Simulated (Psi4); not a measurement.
C$_{5}$H$_{15}$SSi$_{2}$ (SMILES C[Si](C)S[Si](C)(C)C), doublet, geometry from GFN2-xTB; B3LYP/STO-3G run with Psi4 1.11.

Psi4 was given this input:
```
memory 2 GB

molecule mol {
0 2
  C     2.279829    1.452201   -1.189009
  Si    1.793042   -0.191608   -0.350237
  C     3.274161   -0.914850    0.602671
  S     0.236040    0.201386    1.131944
  Si   -1.599082   -0.088938    0.009507
  C    -1.603059    1.022197   -1.537536
  C    -1.702783   -1.916609   -0.513783
  C    -3.000736    0.386385    1.201947
  H     1.442999    1.907461   -1.709181
  H     2.626862    2.160134   -0.438264
  H     3.080989    1.303599   -1.906300
  H     3.014378   -1.846736    1.094561
  H     4.113107   -1.103910   -0.059810
  H     3.599216   -0.216051    1.370975
  H    -0.852895    0.701738   -2.254849
  H    -1.398749    2.057420   -1.281250
  H    -2.568758    0.990104   -2.031779
  H    -1.680000   -2.572013    0.351424
  H    -2.621809   -2.115207   -1.055733
  H    -0.869229   -2.189783   -1.155016
  H    -3.973729    0.234502    0.744557
  H    -2.960048   -0.210974    2.107740
  H    -2.928884    1.429227    1.496304
}

set basis sto-3g
set reference uks

energy('b3lyp')
print_variables()
```

**Question.** Predict the main parts of the log of this Psi4 run.

**Answer.** 
```
   => Loading Basis Set <=

    Name: STO-3G
    Role: ORBITAL
    Keyword: BASIS

         ---------------------------------------------------------
                                   SCF
               by Justin Turney, Rob Parrish, Andy Simmonett
                          and Daniel G. A. Smith
                              UKS Reference
         ---------------------------------------------------------

  ==> Geometry <==

    Molecular point group: c1
    Full point group: C1

    Geometry (in Angstrom), charge = 0, multiplicity = 2:

       Center              X                  Y                   Z               Mass
    ------------   -----------------  -----------------  -----------------  -----------------
         C            2.267868865567     1.455418212031    -1.217626483831    12.000000000000
         SI           1.781081865567    -0.188390787969    -0.378854483831    27.976926534650
         C            3.262200865567    -0.911632787969     0.574053516169    12.000000000000
         S            0.224079865567     0.204603212031     1.103326516169    31.972071174400
         SI          -1.611042134433    -0.085720787969    -0.019110483831    27.976926534650
         C           -1.615019134433     1.025414212031    -1.566153483831    12.000000000000
         C           -1.714743134433    -1.913391787969    -0.542400483831    12.000000000000
         C           -3.012696134433     0.389602212031     1.173329516169    12.000000000000
         H            1.431038865567     1.910678212031    -1.737798483831     1.007825032230
         H            2.614901865567     2.163351212031    -0.466881483831     1.007825032230
         H            3.069028865567     1.306816212031    -1.934917483831     1.007825032230
         H            3.002417865567    -1.843518787969     1.065943516169     1.007825032230
         H            4.101146865567    -1.100692787969    -0.088427483831     1.007825032230
         H            3.587255865567    -0.212833787969     1.342357516169     1.007825032230
         H           -0.864855134433     0.704955212031    -2.283466483831     1.007825032230
         H           -1.410709134433     2.060637212031    -1.309867483831     1.007825032230
         H           -2.580718134433     0.993321212031    -2.060396483831     1.007825032230
         H           -1.691960134433    -2.568795787969     0.322806516169     1.007825032230
         H           -2.633769134433    -2.111989787969    -1.084350483831     1.007825032230
         H           -0.881189134433    -2.186565787969    -1.183633483831     1.007825032230
         H           -3.985689134433     0.237719212031     0.715939516169     1.007825032230
         H           -2.972008134433    -0.207756787969     2.079122516169     1.007825032230
         H           -2.940844134433     1.432444212031     1.467686516169     1.007825032230

  Running in c1 symmetry.

  Rotational constants: A =      0.06046  B =      0.02245  C =      0.02084 [cm^-1]
  Rotational constants: A =   1812.62811  B =    673.10648  C =    624.70086 [MHz]
  Nuclear repulsion =  632.961499473492836

  Charge       = 0
  Multiplicity = 2
  Electrons    = 89
  Nalpha       = 45
  Nbeta        = 44

  ==> Algorithm <==

  SCF Algorithm Type is DF.
  DIIS enabled.
  MOM disabled.
  Fractional occupation disabled.
  Guess Type is SAD.
  Energy threshold   = 1.00e-06
  Density threshold  = 1.00e-06
  Integral threshold = 1.00e-12

  ==> Primary Basis <==

  Basis Set: STO-3G
    Blend: STO-3G
    Number of shells: 45
    Number of basis functions: 67
    Number of Cartesian functions: 67
    Spherical Harmonics?: true
    Max angular momentum: 1

  ==> DFT Potential <==

   => LibXC <=

    Version 7.1.2
    S. Lehtola, C. Steigemann, M. J. T. Oliveira, and M. A. L. Marques,  SoftwareX 7, 1–5 (2018) (10.1016/j.softx.2017.11.002)

   => Composite Functional: B3LYP <=

    B3LYP Hyb-GGA Exchange-Correlation Functional

[...]

  Minimum eigenvalue in the overlap matrix is 2.2686414832E-01.
  Reciprocal condition number of the overlap matrix is 9.5894396569E-02.
    Using symmetric orthogonalization.

  ==> Pre-Iterations <==

  SCF Guess: Superposition of Atomic Densities via on-the-fly atomic UHF (no occupation information).

   -------------------------
    Irrep   Nso     Nmo
   -------------------------
     A         67      67
   -------------------------
    Total      67      67
   -------------------------

  ==> Iterations <==

                           Total Energy        Delta E     RMS |[F,P]|

   @DF-UKS iter SAD: -1158.45841686389690   -1.15846e+03   0.00000e+00
   @DF-UKS iter   1: -1163.29995823218837   -4.84154e+00   3.97447e-03 DIIS/ADIIS
   @DF-UKS iter   2: -1163.28019461604345    1.97636e-02   4.53100e-03 DIIS/ADIIS
   @DF-UKS iter   3: -1163.35761319921608   -7.74186e-02   6.88545e-04 DIIS/ADIIS
   @DF-UKS iter   4: -1163.35964349446294   -2.03030e-03   1.48062e-04 DIIS/ADIIS
   @DF-UKS iter   5: -1163.35972545369668   -8.19592e-05   3.76052e-05 DIIS
   @DF-UKS iter   6: -1163.35973200127978   -6.54758e-06   9.83318e-06 DIIS
   @DF-UKS iter   7: -1163.35973277812468   -7.76845e-07   3.35355e-06 DIIS
   @DF-UKS iter   8: -1163.35973289152366   -1.13399e-07   9.56375e-07 DIIS
  Energy and wave function converged.

  ==> Post-Iterations <==

   Electrons on quadrature grid:
      Nalpha   =   44.9999767167 ; deviation = -2.328e-05
      Nbeta    =   43.9999794530 ; deviation = -2.055e-05
      Ntotal   =   88.9999561697 ; deviation = -4.383e-05

   @Spin Contamination Metric:   8.933435446E-04
   @S^2 Expected:                7.500000000E-01
   @S^2 Observed:                7.508933435E-01
   @S   Expected:                5.000000000E-01
   @S   Observed:                5.000000000E-01

    Orbital Energies [Eh]
    ---------------------

    Alpha Occupied:

[...]
    Alpha Virtual:

[...]
      67A      0.533459

    Beta Occupied:

[...]
    Beta Virtual:

[...]
    Final Occupation by Irrep:
              A
    DOCC [    44 ]
    SOCC [     1 ]
    NA   [    45 ]
    NB   [    44 ]

  @DF-UKS Final Energy: -1163.35973289152366

   => Energetics <=

    Nuclear Repulsion Energy =            632.9614994734928359
    One-Electron Energy =               -2870.6052694710742799
    Two-Electron Energy =                1155.4421772641719599
    DFT Exchange-Correlation Energy =     -81.1581401581142501
    Empirical Dispersion Energy =           0.0000000000000000
    VV10 Nonlocal Energy =                  0.0000000000000000
    Total Energy =                      -1163.3597328915236631

  UHF NO Occupations:
  HONO-2 :   43  A 1.9999479
  HONO-1 :   44  A 1.9996520
  HONO-0 :   45  A 1.0000000
  LUNO+0 :   46  A 0.0003480
  LUNO+1 :   47  A 0.0000521
  LUNO+2 :   48  A 0.0000182
  LUNO+3 :   49  A 0.0000152

Computation Completed

Properties will be evaluated at   0.000000,   0.000000,   0.000000 [a0]

Properties computed using the SCF density matrix

 Multipole Moments:

 ------------------------------------------------------------------------------------
     Multipole            Electronic (a.u.)      Nuclear  (a.u.)        Total (a.u.)
 ------------------------------------------------------------------------------------

 L = 1.  Multiply by 2.5417464519 to convert [e a0] to [Debye]
 Dipole X            :          1.7804627           -2.0115189           -0.2310562
 Dipole Y            :         -0.6938233            0.5410643           -0.1527591
 Dipole Z            :          4.3739077           -4.8130437           -0.4391361
 Magnitude           :                                                    0.5191944

 ------------------------------------------------------------------------------------

  Variable Map:
  ----------------------------------------------------------------------------
[...]
  Array Variable Map:
  ----------------------------------------------------------------------------
[...]
[...]
```
